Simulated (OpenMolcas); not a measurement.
# Ru⁺: effect of the active space

```
Program             : OpenMolcas
Method              : CASSCF
Basis               : ANO-R2
Scalar Hamiltonian  : X2C, finite nucleus
Spin-orbit coupling : state interaction with AMFI integrals over the reference wave functions, term energies averaged over their components
```

A. 7 electrons in 5 orbitals (4d); 2S+1 = 4 even, 10 roots; 2S+1 = 2 even, 40 roots; cost roughly 10 core-seconds
B. 7 electrons in 6 orbitals (4d 5s); 2S+1 = 4 even, 50 roots; 2S+1 = 6 even, 6 roots kept (CI in the orbitals of an earlier block); 2S+1 = 2 even, 105 roots kept (CI in the orbitals of an earlier block); cost about 70 core-seconds

Energies in cm-1 above 4d7 4F 9/2, the measured ground level; measured values from NIST Handbook of Basic Atomic Spectroscopic Data.

```json
{"Level": "4d7 4F 9/2 [68 %]", "A": "0.0", "B": "0.0", "Measured": "0.0"}
{"Level": "4d7 4F 7/2", "A": "1529", "B": "1802", "Measured": "1523"}
{"Level": "4d7 4F 5/2", "A": "2564", "B": "2827", "Measured": "2494"}
{"Level": "4d7 4F 3/2", "A": "3240", "B": "3504", "Measured": "3104"}
{"Level": "4d7 4P 5/2", "A": "12978", "B": "10989", "Measured": "8257"}
{"Level": "4d7 4P 3/2", "A": "13116", "B": "11604", "Measured": "8478"}
{"Level": "4d7 2G 9/2", "A": "13372", "B": "13677", "Measured": ""}
{"Level": "4d7 4P 1/2", "A": "14070", "B": "12577", "Measured": "9374"}
{"Level": "4d7 2G 7/2", "A": "14897", "B": "15131", "Measured": ""}
{"Level": "4d7 2H 11/2", "A": "17707", "B": "18530", "Measured": ""}
{"Level": "4d7 2P 1/2", "A": "19099", "B": "19258", "Measured": ""}
{"Level": "4d7 2H 9/2", "A": "19177", "B": "19961", "Measured": ""}
{"Level": "4d7 2F 5/2", "A": "29690", "B": "26593", "Measured": ""}
{"Level": "4d7 2F 7/2", "A": "30399", "B": "26677", "Measured": ""}
```

Deviations, from unrounded energies. A percentage is the sum of absolute deviations over the sum of measured energies, with the sign that they share, or ± where signs differ.

```
                        Against measurement  Levels      A      B
             mean absolute deviation (cm-1)       6   2400   1700
      fine structure of the ground term (%)       3   +3.0  +14.2
other terms of the ground configuration (%)       3  +53.8  +34.7
```

B lies closest to measurement on these levels. The largest miss of B in the table is 4d7 4P 1/2, by +3200 cm-1. The ranking rests on the paired levels alone, and a cruder setting can come out closer through cancelling errors.

The spin-orbit steps hold different terms of 4d7 (B lacks a 2D), which shifts levels as well.

Between A and B the level of the table that moves most is 4d7 2F 7/2, by 3700 cm-1 (lowest in B, highest in A).

Without dynamic correlation excited terms often stand tens of per cent too high (terms of higher spin than the ground term too low), and those without a measured partner can miss by more than the paired ones. Configurations with an s electron lie low at this charge and mix in, so terms can be misplaced (holds for A). Terms from blocks run as CI alone lack orbitals of their own (holds for B). Configurations are named by rounded mean occupations; where the s occupation lies near a half they are strongly mixed, a name can repeat and a true partner stay unpaired (holds for B). The lowest spin-free term belongs to 4d6 5s, not to the configuration of the lowest level (holds for B). Computed and measured levels are paired by configuration, term and J; levels that our copy of the source lacks, or whose pairing is in doubt (as where it misses far off the trend of its configuration), stay unpaired and out of the deviations. Only configurations of the active space appear. The table leaves out levels that lie high or whose names do not pair safely across all columns.

A share in square brackets marks a mixed level and gives the weight of the term that names it, the lowest over the columns.
